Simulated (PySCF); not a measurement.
**Electric properties by functional and basis**

Compound: AsH₅Si.
Atom-mapped SMILES: `[SiH3:1][AsH2:2]` (hydrogens: H3, H4, H5 on Si1; H6, H7 on As2)

PySCF, dipoles from the SCF density, polarisabilities from static response with core orbitals frozen. Geometry: PBE0-D3(BJ)/def2-SVP; no solvent, vibrations or thermal averaging. Relativistic effects, spin–orbit coupling among them, are left out although an element past zinc is present.

How do dipole and polarisability depend on functional and basis here?

```tsv
level	μ (D)	α (au)	anisotropy (au)
LDA/def2-SVPD	0.393	67.85	24.58
PBE/def2-SVPD	0.312	66.52	24.23
B3LYP/def2-SVPD	0.303	65.21	23.26
PBE0/def2-SVPD	0.387	64.86	22.94
BHandHLYP/def2-SVPD	0.383	63.48	21.92
CAM-B3LYP/def2-SVPD	0.382	64.40	22.32
wB97X-D/def2-SVPD	0.405	64.85	22.77
LC-wPBE/def2-SVPD	0.493	63.13	21.30
HF/def2-SVPD	0.522	61.88	20.28
PBE0/6-31G*	0.642	52.37	24.25
PBE0/def2-SVP	0.513	55.73	19.49
PBE0/aug-cc-pVDZ	0.405	66.01	23.21
PBE0/def2-TZVP	0.383	61.43	21.76
PBE0/def2-TZVPD	0.380	65.71	23.23
PBE0/aug-cc-pVTZ	0.385	66.33	23.35
```

The anisotropy is √(½[(α1 − α2)² + (α2 − α3)² + (α3 − α1)²]). The dipole runs from 0.30 D (B3LYP/def2-SVPD) to 0.64 D (PBE0/6-31G*). No reference polarisability is at hand; against PBE0 in the largest diffuse basis at hand (aug-cc-pVTZ) the other PBE0 rows deviate by 6-31G* -21%, def2-SVP -16%, def2-SVPD -2%, aug-cc-pVDZ 0%, def2-TZVP -7%, def2-TZVPD -1%. In one basis (def2-SVPD) the functionals order the polarisability from HF (lowest) to LDA (highest), a spread of 10%. With PBE0 the polarisability is 56.51 au without diffuse functions (mean of 6-31G*, def2-SVP and def2-TZVP) and 65.73 au with them (mean of def2-SVPD, aug-cc-pVDZ, def2-TZVPD and aug-cc-pVTZ).
